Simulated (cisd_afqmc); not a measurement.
Input (AFQMC/CISD/cc-pV(T+d)Z; cisd_afqmc is a phaseless AFQMC code with CISD trial states that reads the integrals written by Ansatz): A basis named .json is the Basis Set Exchange file of that set.

Ansatz 0.2 input:
```python
import cisd_afqmc

open("ham.yaml", "w").write("""\
crystal:
  periodic: [false, false, false]
  atoms:
    - {symbol: P, position_ang: [0.00000000, 0.00000000, 0.00000000]}
basis:
  gaussian:
    orbitals: cc-pV_T+d_Z.json
magnetization: {spin_polarized: true, initial_magnetization: 3}
correlation: {method: ccsd, electrons: outside_noble_gas, hamiltonian_folder: ham}
scf: {lower_state_search: full}
""")
rep = cisd_afqmc.ansatz("ham.yaml")
e_ccsd = rep["correlation"]["coupled_cluster"]["energy"]["hartree"]
out = cisd_afqmc.run("ham", e_ccsd, trial="CISD", walkers=2000, populations=1, threads=12, dt=0.005, steps=40, early=24, settle=10, least=100,
    cut=5e-5, rank_cut=2e-4, target=0.0004, seconds=1000, seed=4, memory=62639, gpu=True)
```

Output:

```
orbitals 34, occupied [4, 1], factors 166 of 233, rank of the doubles 81 of 153
E(HF) = -340.716306
E(CCSD) on the cut factors = -340.817712, shift to the whole factors 0.000004
Energy of the trial state on the determinant = -340.817699
  tau behind 7.2 of longer steps, mean of the populations' last blocks
   2.0  -340.82246
   4.0  -340.82251
   6.0  -340.82256
   8.0  -340.82223
  10.0  -340.82219
  12.0  -340.82218
  14.0  -340.82222
  16.0  -340.82231
  18.0  -340.82268
  20.0  -340.82222
  22.0  -340.82229
blocks 99 (1 outliers left out), error by blocks joined: 1: 0.00002, 2: 0.00003, 4: 0.00004, 8: 0.00005
E(AFQMC/CISD) = -340.82237 +/- 0.00005
```

The error still grows at the longest joins of blocks, or few joins were possible, so the printed bar may be too narrow.
